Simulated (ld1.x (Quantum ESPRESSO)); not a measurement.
An all-electron radial function and its pseudo partner (zirconium (Zr))

Columns: radius, all-electron u(r) and pseudo u(r) of the 4p shell (level -31.45 eV) of zirconium in the configuration [Ar] 3d10 4s2 4p6 4d2.5 5s1.5 5p0; PW91, scalar-relativistic, PAW scheme, ld1.x (Quantum ESPRESSO) 7.5.

```csv
r (bohr),all-electron,pseudo
0.185,-0.0780,0.0372
0.370,-0.4770,0.1413
0.555,-0.0291,0.2912
0.740,0.4981,0.4573
0.925,0.8271,0.6080
1.110,0.9550,0.7171
1.295,0.9449,0.7687
1.480,0.8593,0.7602
1.665,0.7425,0.7012
1.850,0.6206,0.6095
2.035,0.5071,0.5061
2.220,0.4079,0.4079
2.405,0.3244,0.3244
2.590,0.2559,0.2559
2.775,0.2006,0.2006
2.960,0.1565,0.1565
3.145,0.1217,0.1217
3.330,0.0943,0.0943
3.515,0.0729,0.0729
3.700,0.0562,0.0562
3.885,0.0432,0.0432
4.070,0.0332,0.0332
4.255,0.0255,0.0255
4.440,0.0195,0.0195
4.625,0.0149,0.0149
4.810,0.0114,0.0114
```

Problem. How many radial nodes do the two functions have?

Solution. The all-electron 4p function has n − l − 1 = 2 (the table is too coarse to show those close to the nucleus); the pseudo-wave has 0, since the states of the same l below it are removed with the core.

Problem. At about which radius was the pseudo-wave matched?

Solution. 2.35 bohr, where the columns begin to agree (steps of 0.18 bohr).

Problem. Is the pseudo-wave norm-conserving?

Solution. No, it belongs to a PAW set: the norm inside the radius is not constrained, and the difference is carried by the augmentation charge.
